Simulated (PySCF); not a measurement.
These compounds are isomers of formula C$_{5}$H$_{9}$N$_{3}$.

A. SMILES c1(C)[nH]nc(CC)n1
B. `N1=CC=NN1CCC`
C. `CCn1ncc(C)n1`
D. SMILES N1=C(C)N(C)C(C)=N1
E. SMILES CC(C)n1ccnn1

Spectrum 1. 1H NMR (400 MHz, computed): δ 7.68 (m, 1H), 7.35 (m, 1H), 4.36 (sept, 1H), 1.74 (d, 6H). 13C{1H} NMR (computed): δ 136.0 (CH), 128.5 (CH), 54.7 (CH), 26.5 (CH3).

Spectrum 2. 1H NMR (400 MHz, computed): δ 3.48 (s, 3H), 2.43 (s, 6H). 13C{1H} NMR (computed): δ 153.4 (C), 30.0 (CH3), 13.2 (CH3).

Spectrum 3. 1H NMR (400 MHz, computed): δ 9.43 (br s, 1H), 2.78 (q, 2H), 2.52 (s, 3H), 1.26 (t, 3H). 13C{1H} NMR (computed): δ 170.3 (C), 155.8 (C), 26.5 (CH2), 18.7 (CH3), 13.7 (CH3).

Spectrum 4. 1H NMR (400 MHz, computed): δ 7.66 (s, 2H), 4.49 (t, 2H), 1.84 (m, 2H), 0.84 (t, 3H). 13C{1H} NMR (computed): δ 138.5 (CH), 57.7 (CH2), 29.3 (CH2), 13.7 (CH3).

Spectrum 5. 1H NMR (400 MHz, computed): δ 7.44 (s, 1H), 4.41 (q, 2H), 2.50 (s, 3H), 1.41 (t, 3H). 13C{1H} NMR (computed): δ 148.5 (C), 138.0 (CH), 51.3 (CH2), 19.5 (CH3), 13.0 (CH3).

[PySCF: GFN2-xTB structure; σ from GIAO-PBE0/pcSseg-1; non-relativistic; a single conformation; equivalent nuclei averaged; isolated molecule]

Chemical shifts δ = σref − σ; TMS for 1H and 13C, all at this level. Where no couplings were computed, multiplicities follow the n + 1 count of equivalent neighbours, and m marks all less simple cases (inequivalent or close neighbours, rings, F or P nearby). Shifts are as computed. Against solution values, carbons near 30 ppm lie about +3 ppm off and those near 130 ppm about +5 ppm. Of 1211 compounds with measured shifts, 218 miss one by over three times the rms of a fit or turn the order of signals round; such compounds aren't used in these exercises. OH and NH positions are gas-phase values without hydrogen bonding to other molecules.

Task: Match each spectrum to its structure.

Result: 1–E, 2–D, 3–A, 4–B, 5–C.

- Spectrum 1 (E): 4 13C signals; δC 54.7 is an sp3 CH bonded to N; δC 26.5 is a methyl carbon.
- Spectrum 2 (D): 3 13C signals; δC 30.0 is a methyl carbon bonded to N; δC 13.2 is a methyl carbon on an aromatic ring.
- Spectrum 3 (A): 5 13C signals; δC 26.5 is an sp3 CH2 on an aromatic ring; δC 18.7 is a methyl carbon.
- Spectrum 4 (B): 4 13C signals; δC 57.7 is an sp3 CH2 bonded to N; δC 29.3 is an sp3 CH2.
- Spectrum 5 (C): 5 13C signals; δC 51.3 is an sp3 CH2 bonded to N; δC 19.5 is a methyl carbon.
